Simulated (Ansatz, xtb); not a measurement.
Two structures of CH5KSn

We compare I, `[CH3][SnH2][K]`, a singlet, with II, a singlet given by its coordinates. Both are isolated molecules in the gas phase, relaxed with B3LYP-D3(BJ)/def2-SVP.

I (Å):

```yaml
atoms:
  - { symbol: C, position_ang: [-0.2051, -3.0188, 0.9419] }
  - { symbol: K, position_ang: [3.0994, -0.7580, 3.6871] }
  - { symbol: Sn, position_ang: [1.5769, -1.6886, 0.8598] }
  - { symbol: H, position_ang: [0.0587, -3.9732, 1.4233] }
  - { symbol: H, position_ang: [-1.0065, -2.5398, 1.5255] }
  - { symbol: H, position_ang: [-0.5760, -3.2220, -0.0737] }
  - { symbol: H, position_ang: [0.9578, -0.4037, -0.1793] }
  - { symbol: H, position_ang: [2.5525, -2.5496, -0.3324] }
```

II (Å):

```xyz
8

C    -0.7656    0.2863    0.8540
K     1.5353   -1.5928   -0.2776
Sn   -0.6898    0.5938   -1.4401
H    -0.0196   -0.3295    1.3975
H    -0.7144    1.2882    1.3108
H    -0.5261   -1.2469   -1.7160
H     1.1767    0.6558   -1.4128
H    -1.7542   -0.1362    1.0988
```

Close contacts (Å): C1–K2 3.18, C1–Sn3 2.32, K2–Sn3 3.33, C1–H4 1.11, C1–H5 1.10, C1–H8 1.10, K2–H4 2.61, K2–H6 2.54, K2–H7 2.54, Sn3–H6 1.87, Sn3–H7 1.87.

Problem. Estimate which is lower in electronic energy at CCSD(T)/def2-TZVP, and by roughly how much.

Solution. The CCSD(T)/def2-TZVP calculation puts structure II lower, by 0.221 eV.

How the difference moves with the method:

```csv
level,geometry,E(II) − E(I) (eV),departure from the last row (eV),"job, with rough time for the two"
B3LYP-D3(BJ)/def2-SVP,B3LYP-D3(BJ)/def2-SVP,−0.385,−0.164,"optimisation, 37 s"
HF/def2-TZVP,B3LYP-D3(BJ)/def2-SVP,−0.150,+0.071,part of the CCSD(T) run
MP2/def2-TZVP,B3LYP-D3(BJ)/def2-SVP,−0.219,+0.002,part of the CCSD(T) run
CCSD(T)/def2-TZVP,B3LYP-D3(BJ)/def2-SVP,−0.221,,"single point, 54 s"
```

The levels shown agree on the order. The largest departure from CCSD(T)/def2-TZVP is that of B3LYP-D3(BJ)/def2-SVP, 0.164 eV. Levels run at GFN2-xTB geometries aren't shown.

With harmonic frequencies from B3LYP-D3(BJ)/def2-SVP (ideal gas, rigid rotor, one conformer each, 298.15 K, 1 atm): on the last row, ΔE + ΔZPE = −0.243 eV. A mode under 50 cm⁻¹ makes harmonic enthalpies and free energies unreliable, so none is given.

The correlated steps freeze 10 core orbitals; the filled d shell of Sn is correlated; the last core shell of K is correlated, in a basis made for valence electrons. Atoms past krypton carry core potentials in the def2 sets and no spin–orbit term is included. Codes used: Ansatz 0.2.0; the last row on 2 threads of Arm Neoverse V2 on a shared host.
